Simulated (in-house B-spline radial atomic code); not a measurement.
Configurations of Ga III (Ga2+), with energies counted from [Ar] 3d10 4s1. Level of theory: Dirac-Hartree-Fock, average of configuration, Fermi nucleus of rms radius 3.9973 fm; calculated with an all-electron radial atomic-structure program (B-spline basis). Energies include first-order Breit, QED and recoil terms.

Occupations are held fixed; configurations that lie above the ionisation limit could autoionise.

```tsv
configuration	E - E(ref) (eV)	highest orbital	its <r> (bohr)
[Ar] 3d10 7p1	25.455	7p3/2	14.48
[Ar] 3d10 7d1	26.366	7d5/2	17.93
[Ar] 3d10 8p1	26.65	8p3/2	20.43
[Ar] 3d10 8f1	27.69	8f5/2	29.89
[Ar] 3d10 8g1	27.696	8g9/2	28.66
[Ar] 3d9 4s1 5p1	36.136	5p3/2	5.398
[Ar] 3d9 4s1 8g1	45.166	8g9/2	28.65
[Ne] 3s2 3p5 3d10 4s1 6d1	132.87	6d5/2	11.96
[Ne] 3s2 3p5 3d10 4s1 6g1	134.22	6g9/2	14.66
[Ne] 3s2 3p5 3d10 4s1 7f1	135.1	7f5/2	22.26
```

Problem. Order these further configurations by energy, lowest first.
A. [Ar] 3d10 6s1
B. [Ar] 3d10 8s1
C. [Ar] 3d10 7f1
D. [Ne] 3s2 3p5 3d10 4s2
E. [Ar] 3d10 5s1

Solution. E (16.62 eV), A (22.255 eV), B (26.305 eV), C (27.102 eV), D (106.15 eV).

Problem. How far above the reference does [Ar] 3d9 4s1 7g1 lie?

Solution. 44.58 eV; its least bound orbital is 7g9/2 with <r> = 21.15 bohr.

Problem. How far above the reference does [Ar] 3d10 7s1 lie?

Solution. 24.874 eV; its least bound orbital is 7s1/2 with <r> = 12.96 bohr.

Problem. How far above the reference does [Ne] 3s2 3p5 3d10 4s1 4f1 lie?

Solution. 129.9 eV; its least bound orbital is 4f5/2 with <r> = 5.89 bohr.
